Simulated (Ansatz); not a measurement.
The free Nb atom, lowest solution found in each spin (singlets restricted, other states unrestricted); no spin–orbit coupling, and no relativity up to Kr.

```json
[
 {"level": "B97M-V/def2-TZVPP", "energy of multiplicity 4 less that of multiplicity 6 (kcal/mol)": "13.17", "cost": "×4"},
 {"level": "B3LYP/def2-TZVPP", "energy of multiplicity 4 less that of multiplicity 6 (kcal/mol)": "5.62", "cost": "×1"},
 {"level": "BHLYP/def2-TZVPP", "energy of multiplicity 4 less that of multiplicity 6 (kcal/mol)": "2.47", "cost": "×1"},
 {"level": "CAM-B3LYP/def2-TZVPP", "energy of multiplicity 4 less that of multiplicity 6 (kcal/mol)": "3.76", "cost": "×2"},
 {"level": "wB97X-V/def2-TZVPP", "energy of multiplicity 4 less that of multiplicity 6 (kcal/mol)": "3.75", "cost": "×2"},
 {"level": "wB97M-V/def2-TZVPP", "energy of multiplicity 4 less that of multiplicity 6 (kcal/mol)": "4.95", "cost": "×3"},
 {"level": "B2PLYP/def2-TZVPP", "energy of multiplicity 4 less that of multiplicity 6 (kcal/mol)": "3.40", "cost": "×1"},
 {"level": "CCSD/def2-TZVPP", "energy of multiplicity 4 less that of multiplicity 6 (kcal/mol)": "5.70", "cost": "-"},
 {"level": "CCSD/def2-QZVPP", "energy of multiplicity 4 less that of multiplicity 6 (kcal/mol)": "6.61", "cost": "-"},
 {"level": "CCSD(T)/def2-TZVPP", "energy of multiplicity 4 less that of multiplicity 6 (kcal/mol)": "3.44", "cost": "×2"},
 {"level": "CCSD(T)/def2-QZVPP", "energy of multiplicity 4 less that of multiplicity 6 (kcal/mol)": "4.39", "cost": "×5"},
 {"level": "CCSD(T)/CBS(def2-TZVPP, def2-QZVPP)", "energy of multiplicity 4 less that of multiplicity 6 (kcal/mol)": "4.95", "cost": "×6"}
]
```

The rows run from 2.47 (BHLYP/def2-TZVPP) to 13.17 kcal/mol (B97M-V/def2-TZVPP). From def2-TZVPP to def2-QZVPP CCSD(T) changes by 0.96. The 7 functionals in def2-TZVPP without D3 or D4 span 10.70, from BHLYP to B97M-V.

Correlated levels freeze the inner cores; with def2 sets outer-core shells near the valence are correlated too. CBS(a, b) extrapolates the correlation energy as X⁻³ and adds the Hartree–Fock energy of set b.

Doubts at one or more of the structures used: a spin-contaminated determinant (B3LYP/def2-TZVPP).

Programs: Ansatz (a program for electronic structure).  In def2 rows elements past Kr take small-core potentials, without spin–orbit coupling.

Costs are rough ratios of core time to B3LYP/def2-TZVPP (about 40 s over the structures, on one shared machine); a dash marks a level with no comparable run of its own.
